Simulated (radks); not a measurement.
Charge is removed step by step from the 3d (averaged over the sub-levels emptied) level of the barium ion Ba37+, starting from [Ar] 3d1. Calculated with a radial shooting solver on a logarithmic mesh with Libxc functionals: Dirac Kohn-Sham, BLYP, spin-unpolarised, spherical densities, finite nucleus; open shells are shared between the two j in proportion to 2j + 1; Fermi nuclear charge, rms radius 4.8378 fm.

removed (e)  E - E(0) (eV)  eigenvalue (eV)  E minus straight line (eV)
0                    0.000          -2486.0                       0.000
0.125               311.51          -2498.3                      -5.405
0.25                624.57          -2510.6                      -9.270
0.375               939.16          -2522.9                     -11.594
0.5                 1255.3          -2535.3                     -12.374
0.625               1573.0          -2547.7                     -11.607
0.75                1892.2          -2560.1                      -9.291
0.875               2213.0          -2572.5                      -5.422
1                   2535.4          -2585.0                       0.000

Removing the whole electron costs 2535.4 eV by Delta-SCF, against 2486.0 eV from minus the eigenvalue at the starting occupation. Slater's transition state (half an electron removed) gives 2535.3 eV. Integrating minus the eigenvalue over the occupation (Janak's theorem) gives 2535.4 eV. The mean slope of the eigenvalue, de/dn, is 99.0 eV per electron. Ionisation energy of Ba37+ in the NIST Atomic Spectra Database: 2547 eV (theoretical).

Beside tabulated values, note that spin-unpolarised runs miss the spin-polarisation part of the exchange energy of open shells.
